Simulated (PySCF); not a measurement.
PySCF job for C3H11ClSi2, SMILES CC[Si@H](Cl)[SiH2]C, KT2/pcSseg-1. The structure is a stationary point at B3LYP-D3(BJ)/def2-SVP. The structure was generated by enumeration; whether it is a known compound was not checked. The values are those of a single conformer.

```python
import numpy as np
from pyscf import gto, scf, dft
from pyscf.prop.nmr import rks as nmr

mol = gto.M(
    atom='''
    C    -3.01701101    0.58708756    0.27666348
    C    -2.07599993   -0.25150476   -0.59967906
    Si   -0.28445216    0.33471764   -0.52828190
    Cl    0.88942489   -0.92665277   -1.74046864
    Si    0.67243321    0.19748734    1.61093521
    C     2.54647910    0.38723342    1.47887634
    H    -2.72722600    0.54688937    1.33973205
    H    -4.05671760    0.22942175    0.20767463
    H    -3.01465869    1.64798332   -0.02309382
    H    -2.09272693   -1.31077189   -0.29085859
    H    -2.39906506   -0.23309928   -1.65489317
    H    -0.17428208    1.71003322   -1.10062393
    H     0.31615175   -1.14031064    2.17744648
    H     0.08652170    1.24000162    2.51020224
    H     2.81127942    1.39778364    1.12995567
    H     3.03767837    0.21610126    2.44938447
    H     2.94027827   -0.33870259    0.75072965
    ''',
    basis='pcSseg-1',
    charge=0,
    spin=0,
    max_memory=1600,
    verbose=3,
)
mf = dft.RKS(mol, xc='kt2').density_fit(auxbasis='def2-universal-jkfit')
mf.grids.level = 3
mf.conv_tol = 1e-10
mf.max_cycle = 100
mf.kernel()
n = nmr.NMR(mf)
n.verbose = 2
n.max_cycle_cphf = 60
sigma = n.kernel()
print('atom   isotropic/ppm   span/ppm')
for i, s in enumerate(sigma):
    w = np.linalg.eigvalsh((s + s.T) / 2)
    print(f'{mol.atom_symbol(i):2s}{i + 1:3d} {w.mean():14.3f} {w[2] - w[0]:11.3f}')
```

Output:

```
converged SCF energy = -1170.6897103106
atom   isotropic/ppm   span/ppm
C   1        173.960      19.731
C   2        167.582      31.484
Si  3        346.078     113.620
Cl  4        979.885     119.919
Si  5        434.766      64.438
C   6        194.657      11.840
H   7         30.431      10.442
H   8         29.787      12.608
H   9         30.331      10.291
H  10         30.109       8.441
H  11         29.778      10.510
H  12         25.867       7.318
H  13         27.376       7.947
H  14         27.209       8.667
H  15         31.049      11.582
H  16         30.671      13.401
H  17         30.586      11.763
```

Self-consistency was reached.
